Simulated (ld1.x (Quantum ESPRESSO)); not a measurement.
**fluorine: excitation energies, all-electron against TM**

```json
{"Element": "fluorine", "Generator": "ld1.x (Quantum ESPRESSO) 7.5", "Type": "norm-conserving Troullier–Martins (Kleinman–Bylander form)", "Functional": "PBEsol", "Relativity": "scalar-relativistic", "Frozen core": "[He]", "Valence charge": "7", "Reference configuration": "2s2 2p3 (charge +2)", "Partial waves": "2s (bound): rc 0.75 bohr; 2p (bound): rc 1.30 bohr; 3d channel at 0.05 Ry: rc 1.10 bohr", "Local potential": "the d channel", "Core correction": "Bessel-smoothed model core inside 0.70 bohr"}
```

Energies are relative to the spin-unpolarised reference configuration 2s2 2p3; without spin polarisation the order of configurations can differ from experiment. The frozen-core shift is the all-electron ΔE with the core orbitals held at their reference shape minus the fully relaxed ΔE.

```csv
valence configuration,charge,ΔE all-electron (eV),error AE − PS (meV),frozen-core shift (meV)
2s2 2p5,0,-57.595,+109,+0.9
2s2 2p4,+1,-38.278,+52,+0.4
2s2 2p2,+3,60.489,+132,+1.6
2s1 2p5,+1,-19.290,+186,+0.6
2s2 2p5.3,-0.3,-60.248,+116,+0.9
2s2 2p4.5,+0.5,-50.085,+86,+0.7
```

Question: What are ΔE and the potential's error for 2s2 2p1?

Answer: ΔE = 146.081 eV all-electron; the error (AE − PS) is +794 meV.

Levels in the configuration 2s2 2p4:

| level | all-electron (eV) | pseudo (eV) |
| --- | --- | --- |
| 2s | -47.182 | -47.146 |
| 2p | -28.220 | -28.291 |
